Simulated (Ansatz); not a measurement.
Reactions of C₂H₇NSSi (`C[SiH]1NCS1`).

Gas-phase electronic energies from Ansatz, PBE0-D4/def2-TZVP geometries. CCSD(T)/CBS adds triple-zeta CCSD(T) − MP2 to the extrapolated MP2 energy (def2 sets, frozen cores). This one scheme is used for every species, atoms too. DFT in def2-TZVPP. Open shells (•) are unrestricted, without spin–orbit coupling. Spin–orbit coupling would lower the free atoms: a little for C, S, Si. One conformer a species, not always the lowest.

```
                                                            reaction  CCSD(T)/CBS(def2) (eV)
                                       `C[SiH]1NCS1` → `C=NCS[SiH3]`                       ?
`C[SiH]1NCS1` + `[SiH3]N[SiH3]` → `CN([SiH3])[SiH3]` + `C1N[SiH2]S1`                    0.99
                         `C[SiH]1NCS1` → 2 C• + 7 H• + N• + S• + Si•                   45.61
   `C[SiH]1NCS1` + `[SiH3]C1C=CS1` → `[SiH3][SiH]1NCS1` + `CC1C=CS1`                    0.52
                   `C[SiH]1NCS1` → `[CH2]` (triplet) + `C1N[SiH2]S1`                       ?
                                       `C[SiH]1NCS1` → `SC[SiH]1CN1`                    1.95
                                      `C[SiH]1NCS1` → `[SiH3]C1NCS1`                    2.68
                                       `C[SiH]1NCS1` → `C[SiH2]NC=S`                       ?
            `C[SiH]1NCS1` + `NB(Cl)Cl` → `CNB(Cl)Cl` + `C1N[SiH2]S1`                    0.87
                           `C[SiH]1NCS1` + H₂O → `O[SiH]1NCS1` + CH₄                   -1.26
```

Problem. Fill in the missing values. (Best estimate.)

Solution. The calculation gave: `C[SiH]1NCS1` → `C=NCS[SiH3]`: +1.74 eV; `C[SiH]1NCS1` → `[CH2]` (triplet) + `C1N[SiH2]S1`: +5.07 eV; `C[SiH]1NCS1` → `C[SiH2]NC=S`: +0.36 eV.

Largest T1 diagnostic: 0.016, for `C[SiH2]NC=S`.
